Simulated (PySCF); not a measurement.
Simulated outer-valence photoelectron spectrum of `Cl/C=C/B(Cl)Cl`. Theory: EOM-IP-CCSD/aug-cc-pVDZ in PySCF, restricted Hartree–Fock reference, 18 core orbitals frozen, non-relativistic, gas phase, PBE0-D3(BJ)/def2-SVP geometry.

Each root has a Gaussian of 0.3 eV full width with its one-hole share as area; cross sections and vibrations are left out, and the highest printed point is 100.

| ionisation energy (eV) | intensity |
| --- | --- |
| 9.9 | 0 |
| 10.0 | 3 |
| 10.1 | 15 |
| 10.2 | 38 |
| 10.3 | 53 |
| 10.4 | 40 |
| 10.5 | 16 |
| 10.6 | 4 |
| 10.7 | 0 |
| 10.8 | 0 |
| 10.9 | 0 |
| 11.0 | 0 |
| 11.1 | 0 |
| 11.2 | 2 |
| 11.3 | 14 |
| 11.4 | 48 |
| 11.5 | 94 |
| 11.6 | 100 |
| 11.7 | 62 |
| 11.8 | 36 |
| 11.9 | 48 |
| 12.0 | 68 |
| 12.1 | 74 |
| 12.2 | 66 |
| 12.3 | 42 |
| 12.4 | 16 |
| 12.5 | 4 |
| 12.6 | 0 |
| 12.7 | 0 |
| 12.8 | 0 |
| 12.9 | 3 |
| 13.0 | 14 |
| 13.1 | 36 |
| 13.2 | 52 |
| 13.3 | 42 |
| 13.4 | 25 |
| 13.5 | 32 |
| 13.6 | 62 |
| 13.7 | 86 |
| 13.8 | 79 |
| 13.9 | 48 |
| 14.0 | 18 |
| 14.1 | 4 |
| 14.2 | 0 |

**Question.** Where are the maxima, and how many lines lie under the curve?

**Answer.** 5 maxima, at 10.3, 11.6, 12.1, 13.2 and 13.7 eV, from 8 lines. At this width some lines have no maximum of their own.

**Question.** List the lines with their holes.

**Answer.** 
```tsv
E (eV)	leading hole (HF orbital)	area	Koopmans (eV)
10.30	HOMO	0.96	10.64
11.54	HOMO-1	0.95	12.50
11.58	HOMO-2	0.95	12.65
11.99	HOMO-3	0.95	12.87
12.20	HOMO-4	0.95	13.26
13.21	HOMO-5	0.94	14.13
13.65	HOMO-7	0.95	14.90
13.81	HOMO-6	0.94	14.76
```

The widest gap, 1.24 eV, lies between 10.30 and 11.54 eV. Only orbitals with −ε under 21 eV, eight at most, were ionised, so the high end of the curve may lack lines.

The values belong to the conformer `[Cl:1]/[CH:2]=[CH:3]/[B:4]([Cl:5])[Cl:6]`: C2–C3–B4–Cl5 -1°.
